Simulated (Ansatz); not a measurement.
Ansatz (a first-principles code) input (PBE0/6-311+G**): The .json file is the Basis Set Exchange's 6-311+G**.

Ansatz 0.2 input:
```yaml
crystal:
  periodic: [false, false, false]
  atoms:
    - {symbol: B, position_ang: [0.40892500, -0.17844500, -0.23361300]}
    - {symbol: O, position_ang: [1.40812100, -0.53045100, -0.88620600]}
    - {symbol: Cl, position_ang: [-0.90683700, 0.37277000, 0.54040000]}
    - {symbol: H, position_ang: [2.10664000, -1.20124900, -0.92908100]}
basis:
  gaussian:
    orbitals: 6-311+G__.json
hamiltonian:
  xc: {name: PBE0}
total_charge: 1
output: {forces: true}
```

Output:

```
Functional definition: PBE0
integrals: 0.02 GiB planned
660 factors; integrals over basis functions are off by at most 1.2e-3 eV
mean field: 0.21 GiB planned
mean field evaluation 1: about -15239.5197 eV, gradient 8.0e1 eV
mean field evaluation 2: about -15212.8585 eV, gradient 1.4e2 eV
mean field evaluation 4: about -15249.2853 eV, gradient 4.3e0 eV
mean field evaluation 8: about -15249.3226 eV, gradient 4.3e-2 eV
mean field -15249.32256925 eV, -560.4022680578 hartree, gradient 3.5e-5 eV, S^2 0.000000; 0 other end points of the search recorded, 0 dependent functions left out
the calculation of the forces begins
reference -15249.32262880 eV, -560.4022702462 hartree; 15, 15 occupied and 66, 66 virtual orbitals, 660 factors
Total energy: -15249.32262880 eV, -560.4022702462 hartree
Atom 0 at     0.408925    -0.178445    -0.233613 Å, force    -0.020384    -0.004856     0.025028 eV/Å
Atom 1 at     1.408121    -0.530451    -0.886206 Å, force     0.055820    -0.044156    -0.012621 eV/Å
Atom 2 at    -0.906837     0.372770     0.540400 Å, force     0.076624    -0.032558    -0.044629 eV/Å
Atom 3 at     2.106640    -1.201249    -0.929081 Å, force    -0.112059     0.081570     0.032223 eV/Å
Dipole moment:     0.556111    -0.411552    -0.153343 e Å
```

The dipole moment of an ion depends on the origin.

The geometry given is a B3LYP-D3(BJ)/def2-TZVP minimum.
